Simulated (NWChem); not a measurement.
# SiOH, doublet; SMILES [SiH]=O

Program: NWChem. Pople sets run with spherical d functions. Spin-unrestricted. Medium grid unless said otherwise, to which SCAN and Minnesota functionals are sensitive. In the optimisation the excess spin sits in a' (Cs, its own frame). The geometry was optimised at PBE0/def2-SVP, spin-unrestricted. No stability test was run on the SCF state. Total energies of different functionals are on different scales.

```json
[
 {"level": "B3LYP/6-31G*", "energy (Ha)": "-365.2591", "highest occupied level (eV)": "…", "lowest empty minus highest occupied level, either spin (eV)": "…", "dipole (D)": "…", "<S²>": "0.756"},
 {"level": "PBE/6-31G*", "energy (Ha)": "-365.0156", "highest occupied level (eV)": "-5.74", "lowest empty minus highest occupied level, either spin (eV)": "1.33", "dipole (D)": "2.68", "<S²>": "0.753"},
 {"level": "M06-L/6-31G*", "energy (Ha)": "-365.2255", "highest occupied level (eV)": "-5.95", "lowest empty minus highest occupied level, either spin (eV)": "1.56", "dipole (D)": "2.91", "<S²>": "0.754"},
 {"level": "revPBE/6-31G*", "energy (Ha)": "-365.1617", "highest occupied level (eV)": "-5.73", "lowest empty minus highest occupied level, either spin (eV)": "1.38", "dipole (D)": "2.67", "<S²>": "0.753"},
 {"level": "M05-2X/6-31G*", "energy (Ha)": "-365.2157", "highest occupied level (eV)": "-8.22", "lowest empty minus highest occupied level, either spin (eV)": "5.45", "dipole (D)": "3.28", "<S²>": "0.758"},
 {"level": "BLYP/6-31G*", "energy (Ha)": "-365.2372", "highest occupied level (eV)": "-5.59", "lowest empty minus highest occupied level, either spin (eV)": "1.23", "dipole (D)": "2.66", "<S²>": "0.753"},
 {"level": "MN15/6-31G*", "energy (Ha)": "-365.0251", "highest occupied level (eV)": "-7.32", "lowest empty minus highest occupied level, either spin (eV)": "4.14", "dipole (D)": "3.08", "<S²>": "0.753"},
 {"level": "TPSS/6-31G*", "energy (Ha)": "-365.2738", "highest occupied level (eV)": "-5.99", "lowest empty minus highest occupied level, either spin (eV)": "1.70", "dipole (D)": "2.73", "<S²>": "0.756"},
 {"level": "MN15-L/6-31G*", "energy (Ha)": "-365.0994", "highest occupied level (eV)": "-6.09", "lowest empty minus highest occupied level, either spin (eV)": "1.81", "dipole (D)": "3.02", "<S²>": "0.755"},
 {"level": "TPSSh/6-31G*", "energy (Ha)": "-365.2555", "highest occupied level (eV)": "-6.52", "lowest empty minus highest occupied level, either spin (eV)": "2.57", "dipole (D)": "2.87", "<S²>": "0.757"}
]
```

Q: Fill in the missing entries.

A: 
- B3LYP/6-31G*, highest occupied level (eV): -6.81
- B3LYP/6-31G*, lowest empty minus highest occupied level, either spin (eV): 2.97
- B3LYP/6-31G*, dipole (D): 2.95
